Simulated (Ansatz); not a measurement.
Reaction (ligand exchange at a Ta–O bond): `[OH][Ta]([F])([F])=[S]` + H–F → `[F][Ta]([F])([F])=[S]` + H₂O

Computed with Ansatz on PBE0-D4/def2-TZVP structures; ΔE is electronic, products minus reactants. CCSD(T)/CBS adds triple-zeta CCSD(T) − MP2 to the extrapolated MP2 energy (def2 sets, frozen cores). This one scheme is used for every species. DFT in def2-TZVPP. HSE06 is defined as in plane-wave codes. Elements past krypton have def2 core potentials. For Ta outer-core shells are correlated without core-valence functions, which leaves a few kJ/mol of doubt a bond. Each species was taken in one conformer, which may not be the lowest.

| level | ΔE (kJ/mol) |
| --- | --- |
| B97M-V | -27.1 |
| PBE0-D4 | -18.9 |
| r2SCANh-D4 | -22.0 |
| r2SCAN0-D4 | -19.5 |
| HSE06-D4 | -18.8 |
| PBE-QIDH | -16.1 |
| MP2/def2-SVP | -16.7 |
| MP2/CBS(def2) | -12.9 |

(1) What does CCSD(T)/CBS give? (An estimate is asked.)

(2) What do rigid-rotor, harmonic-oscillator terms from PBE0-D4/def2-TZVP frequencies (298.15 K, 1 bar) make of the CCSD(T)/CBS value? (Best estimate.)

Largest T1 diagnostic among the species: 0.020, so the coupled-cluster value is less sure than usual.

Results:

(1) Ansatz gave: -15.8 kJ/mol. The listed levels differ from it by -11.3, -3.1, -6.2, -3.7, -3.0, -0.3, -0.9, 2.9 kJ/mol.

(2) Computed: ΔZPE = +2.4 kJ/mol, ΔH = -13.4 kJ/mol, ΔS = 0 J/(mol·K), ΔG = -13.3 kJ/mol.

From PBE to PBE0 (25 % exact exchange), in def2-TZVPP and without D4, ΔE moves by +4.2 kJ/mol. In def2-TZVPP, CCSD(T) changes the Hartree–Fock value by +4.2 kJ/mol (the triples alone add −0.0 kJ/mol) and MP2 by +7.0 kJ/mol. The D4 term adds +3.1 kJ/mol with B3LYP and +1.7 kJ/mol with PBE0; it sums over pairs of atoms, weighted by their polarisabilities, and B3LYP, whose exchange is more repulsive, gets the larger term.

CCSD(T)/CBS has its own doubt, a few kJ/mol and more with outer-core shells, so smaller differences from it don't rank the levels.

B3LYP here is the variant with VWN-RPA as its local correlation; programs differ in this.
